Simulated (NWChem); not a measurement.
# SiH2Cl2; SMILES Cl[SiH2]Cl

Computed with NWChem. Pople sets run with spherical d functions. Medium grid unless said otherwise, to which SCAN and Minnesota functionals are sensitive. Geometry: optimised at PBE0/def2-SVP. B3LYP is NWChem's, with the RPA form of VWN correlation. Total energies of different functionals are on different scales.

| level | energy (Ha) | highest occupied level (eV) | orbital gap (eV) | dipole (D) |
|---|---|---|---|---|
| B3LYP/6-31G* | -1211.1719 | -8.87 | 8.60 | 1.62 |
| PBE/6-31G* | -1210.5886 | -7.74 | 6.75 | 1.52 |
| M05-2X/6-31G* | -1211.0859 | -10.48 | 11.40 | 1.80 |
| OLYP/6-31G* | -1211.1565 | -7.64 | 6.85 | 1.54 |
| BHandHLYP/6-31G* | -1211.1283 | -10.41 | 11.34 | 1.77 |
| B97-2/6-31G* | -1211.2104 | -8.92 | 8.81 | 1.67 |
| MN15-L/6-31G* | -1210.9377 | (withheld) | (withheld) | 1.53 |
| B3PW91/6-31G* | -1211.0172 | -8.94 | 8.67 | 1.65 |

Q: Some entries are withheld; supply them.

A: 
- MN15-L/6-31G*, highest occupied level (eV): -8.48
- MN15-L/6-31G*, orbital gap (eV): 7.99
